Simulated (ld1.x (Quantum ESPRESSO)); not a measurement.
**Which change was made? (B, TM)**

B (Z = 5), norm-conserving Troullier–Martins (Kleinman–Bylander form), made with ld1.x (Quantum ESPRESSO) 7.5 (LDA (PZ), scalar-relativistic). Core [He], reference 2s1 2p0 (charge +2). Waves: 2s (bound): rc 1.35 bohr; 2p (bound, empty): rc 2.05 bohr; 3d channel at 0.05 Ry: rc 2.05 bohr. Local part: the d channel. Core correction: none.

Cutoffs, loose and tight: the cutoffs (Ry, on a coarse ladder) from which the occupation-weighted sum of valence levels, in a spherical-Bessel basis at the reference potential, stays within 10 and 1 mRy of its value at 400 Ry. They do not see the model core or the augmentation charge, which bear on the density cutoff. Test errors are all-electron minus pseudo excitation energies from the reference, over the configurations 2s2 2p1; 2s2 2p0; 2s2 2p0.5; 2s1 2p1; 2s2 2p1.3; 2s0 2p3; 2s1 2p2 (two spin-polarised tests are not counted in the largest error); variants that change the core or the reference have their own tests.

The base gives: outcome: generated; cutoff, loose: 21 Ry; cutoff, tight: 50 Ry; bound ghosts: none; largest test error (meV): +288.

(1) After one change the result is: outcome: generated; cutoff, loose: 21 Ry; cutoff, tight: 50 Ry; bound ghosts: none; largest test error (meV): +484. Which change was it?
A. wave 2p (bound): rc 2.05 bohr becomes 2p (bound): rc 2.64 bohr
B. wave 2p (bound): rc 2.05 bohr becomes 2p (bound): rc 2.96 bohr
C. wave 2p (bound): rc 2.05 bohr becomes 2p (bound): rc 1.38 bohr

Answers

(1) A. The others give: wave 2p (bound): rc 2.05 bohr becomes 2p (bound): rc 2.96 bohr → outcome: generated; cutoff, loose: 21 Ry; cutoff, tight: 50 Ry; bound ghosts: none; largest test error (meV): +697 | wave 2p (bound): rc 2.05 bohr becomes 2p (bound): rc 1.38 bohr → outcome: generated; cutoff, loose: 21 Ry; cutoff, tight: 50 Ry; bound ghosts: none; largest test error (meV): +223.
